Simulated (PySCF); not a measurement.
Species: C2H6FSi, net charge 0, doublet state. It need not be the lowest isomer of its formula. 
Geometry from a B3LYP-D3(BJ)/def2-TZVP (Ansatz) optimisation:
```xyz
10

Si     0.0187     0.3534     0.2439
F     -0.0024     0.9546    -1.2621
C     -1.5642    -0.6270     0.4722
C      1.5417    -0.7324     0.3866
H     -2.4456     0.0042     0.3549
H     -1.5944    -1.0769     1.4665
H     -1.6137    -1.4286    -0.2717
H      1.5960    -1.1852     1.3786
H      1.4957    -1.5341    -0.3574
H      2.4561    -0.1622     0.2197
```
Charge 0, spin multiplicity 2.

Dispersion corrections to the total energy (kcal/mol) from the dftd3 and dftd4 libraries through PySCF: D3(BJ) without and D4 with the three-body term, each with the damping fitted for the functional named.

```
functional  D3(BJ)     D4
----------  ------  -----
B3LYP            ?  -6.55
HSE06        -2.81  -3.15
BLYP         -9.25  -9.04
PBE              ?  -4.06
CAM-B3LYP    -3.36  -3.42
TPSS         -5.40  -5.48
PBE0             ?  -3.40
```

Complete the blanks.


- B3LYP, D3(BJ): -7.58
- PBE, D3(BJ): -4.27
- PBE0, D3(BJ): -3.70
